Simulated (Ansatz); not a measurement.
System: C3H4NSSi (charge 0, doublet). It need not be the lowest isomer of its formula. 
Coordinates optimised at B3LYP-D3(BJ)/def2-TZVP (Ansatz, a program for electronic structure):
```
C
N 1 1.3239
C 2 1.3184 1 111.04
C 3 1.3551 2 119.71 1 0.00
H 4 1.0755 3 130.86 2 180.00
S 4 1.7302 5 122.63 3 -180.00
Si 1 1.8729 2 124.35 3 -180.00
H 7 1.4781 1 109.68 2 60.34
H 7 1.4781 8 109.82 1 120.60
H 7 1.4797 8 110.11 9 121.42
```
Charge 0, spin multiplicity 2.

Quantity: atomisation energy (electronic, to ground-state atoms), in eV. Correlated levels leave the core frozen unless marked. Open shells are spin-unrestricted. Spin-orbit coupling is left out. Non-relativistic. The coupled-cluster limit lacks core correlation, which all-electron functionals hold. CBS(X,Y): correlation extrapolated as X^-3; Hartree-Fock from the larger set.

The UHF reference is spin-contaminated (<S^2> 0.41 over the pure value in the largest basis). 

```
level                                                             program  atomisation energy (eV)
---------------------------------------------------------  --------------  -----------------------
B3LYP/def2-TZVPD                                                   Ansatz                      [?]
BHLYP-D4/def2-TZVPD                                        Ansatz + dftd4                      [?]
HSE06/def2-TZVPD                                                   Ansatz                    40.79
CAM-B3LYP-D3(BJ)/def2-TZVPD                                Ansatz + dftd3                    40.38
B2GP-PLYP-D3(BJ)/def2-TZVPD                                Ansatz + dftd3                      [?]
CCSD(T) with core electrons (1s frozen past Ne)/cc-pwCVTZ          Ansatz                    39.01
CCSD(T)/CBS(cc-pV(T+d)Z,cc-pV(Q+d)Z)                               Ansatz                    40.18
```

Problem. What belongs in the gaps?

Solution. 
- B3LYP/def2-TZVPD, atomisation energy (eV): 39.94
- BHLYP-D4/def2-TZVPD, atomisation energy (eV): 38.71
- B2GP-PLYP-D3(BJ)/def2-TZVPD, atomisation energy (eV): 39.95
